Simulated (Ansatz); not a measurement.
Cost and result for the atomization energy of C2H6BrNSi (`N=C[SiH2]CBr`) (11 atoms, 10 bonds).

```xyz
11

N     1.4293   -0.0861    1.3068
C     1.4033   -0.4502    0.0915
Si   -0.2857   -0.5493   -0.7519
C    -1.4544    0.6062    0.1467
Br   -0.9891    2.4476   -0.2757
H     2.3788   -0.0780    1.6850
H     2.3163   -0.7195   -0.4606
H    -0.1767   -0.1905   -2.1883
H    -0.7794   -1.9521   -0.6447
H    -2.4974    0.4720   -0.1340
H    -1.3451    0.4999    1.2252
```

Total charge 0; spin multiplicity 1. Correlated methods include outer-core shells of Br, which these sets cover unevenly. Scalar relativity is left out up to krypton. All single points use the PBE0-D4/def2-TZVP geometry. It is one conformer, not always the lowest. Program: Ansatz. All runs use 4 threads of an Arm Neoverse V1 on a shared host. Times are those of one run each, without the atoms' runs, and a repeat can differ threefold. Electronic energies, without spin–orbit coupling; frozen cores. CCSD(T)/CBS adds CCSD(T) − MP2 in def2-TZVPP to the MP2 limit, and its time is that of the two runs behind it. T1 = 0.010; the RHF reference is unstable towards UHF. With those shells the extrapolation isn't a true limit. B3LYP takes the VWN-RPA correlation (the form of Gaussian; ORCA's B3LYP/G).

CCSD(T)/CBS is a level of theory with its own doubt, some kJ/mol a heavy atom from the limit and from the frozen cores, so smaller differences don't rank the functionals.

```json
{"level": "PBE-D4/def2-TZVPP (with forces)", "functions": "267", "wall time": "3.5 s"}
{"level": "PBE0-D4/def2-TZVPP", "functions": "267", "wall time": "4.7 s"}
{"level": "r2SCAN-D4/def2-TZVPP (with forces)", "functions": "267", "wall time": "6.5 s"}
{"level": "B3LYP-D4/def2-TZVPP (with forces)", "functions": "267", "wall time": "7.5 s"}
{"level": "B2PLYP/def2-TZVPP", "functions": "267", "wall time": "9 s"}
{"level": "ωB97X-V/def2-TZVPP", "functions": "267", "wall time": "12 s"}
{"level": "ωB97M-V/def2-TZVPP (with forces)", "functions": "267", "wall time": "18 s"}
{"level": "MP2/def2-QZVPP", "functions": "510", "wall time": "44 s"}
{"level": "CCSD(T)/def2-TZVPP", "functions": "267", "wall time": "5.7 min"}
{"level": "CCSD(T)/CBS(def2)", "functions": "–", "wall time": "6.5 min"}
```

(1) What atomization energy does each give, and how far from CCSD(T)/CBS? (An estimate is asked.)

## Answers

(1) Ansatz gave: 
```
                             level  atomization (kJ/mol)  difference from CCSD(T)/CBS  per bond
   PBE-D4/def2-TZVPP (with forces)                3917.4                         79.0       7.9
                PBE0-D4/def2-TZVPP                3842.5                          4.1       0.4
r2SCAN-D4/def2-TZVPP (with forces)                3831.7                         -6.7      -0.7
 B3LYP-D4/def2-TZVPP (with forces)                3839.1                          0.7       0.1
                 B2PLYP/def2-TZVPP                3787.9                        -50.5      -5.0
                ωB97X-V/def2-TZVPP                3849.4                         11.0       1.1
  ωB97M-V/def2-TZVPP (with forces)                3843.2                          4.8       0.5
                    MP2/def2-QZVPP                3840.5                          2.1       0.2
                CCSD(T)/def2-TZVPP                3726.2                       -112.2     -11.2
                 CCSD(T)/CBS(def2)                3838.4                          0.0       0.0
```

In def2-TZVPP, CCSD(T) changes the Hartree–Fock value by +1014.7 kJ/mol (the triples alone add +65.6 kJ/mol) and MP2 by +1062.9 kJ/mol; breaking electron pairs costs correlation energy, which Hartree–Fock lacks. From PBE to PBE0 (25 % exact exchange), in def2-TZVPP and without D4, the atomization energy moves by −71.0 kJ/mol: exact exchange takes away binding that semilocal exchange gives to molecules. The D4 term adds +43.3 kJ/mol with B3LYP and +22.9 kJ/mol with PBE0; it sums over pairs of atoms, weighted by their polarisabilities, and B3LYP, whose exchange is more repulsive, gets the larger term.
